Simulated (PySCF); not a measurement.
## 3-methanesulfonylphenol (SMILES CS(=O)(=O)c1cccc(O)c1)

Geometry (Å), atoms numbered from 1 in this order:
```xyz
19

C     2.9041   -0.0671    0.2188
S     1.9263    0.3370   -1.2198
O     2.2510   -0.6393   -2.2559
O     2.0755    1.7725   -1.4539
C     0.2490    0.0414   -0.6855
C    -0.2787   -1.2422   -0.7759
C    -1.5889   -1.4409   -0.3391
C    -2.3429   -0.3837    0.1577
C    -1.7991    0.9061    0.2222
O    -2.5806    1.8943    0.6941
C    -0.4859    1.1207   -0.2040
H     2.7505   -1.1219    0.4777
H     3.9457    0.1100   -0.0834
H     2.6226    0.5974    1.0448
H     0.3194   -2.0511   -1.1986
H    -2.0350   -2.4364   -0.3971
H    -3.3709   -0.5298    0.4947
H    -2.1008    2.7292    0.6635
H    -0.0302    2.1151   -0.1927
```

Level of theory: PySCF 2.14.0, quadratic response CAM-B3LYP/aug-cc-pVDZ first hyperpolarisability, Taylor convention, gas phase. Geometry: PBE0-D3(BJ)/def2-SVP.

**Question.** Give the tensor of the static β(0;0,0) in the axes of these coordinates.

**Answer.** In au, Taylor convention; rows are the first index (the induced dipole):
|  | xx | yy | zz | xy | xz | yz |
| --- | --- | --- | --- | --- | --- | --- |
| x | -95.8 | -48.0 | -13.0 | +49.1 | -2.1 | -11.4 |
| y | +49.1 | +119.4 | +36.1 | -48.0 | -11.4 | -1.3 |
| z | -2.1 | -1.3 | -45.1 | -11.4 | -13.0 | +36.1 |

Norm of βᵢ = ⅓ Σⱼ (βᵢⱼⱼ + βⱼᵢⱼ + βⱼⱼᵢ): 262.3 au, hyper-Rayleigh value 97.5 au.
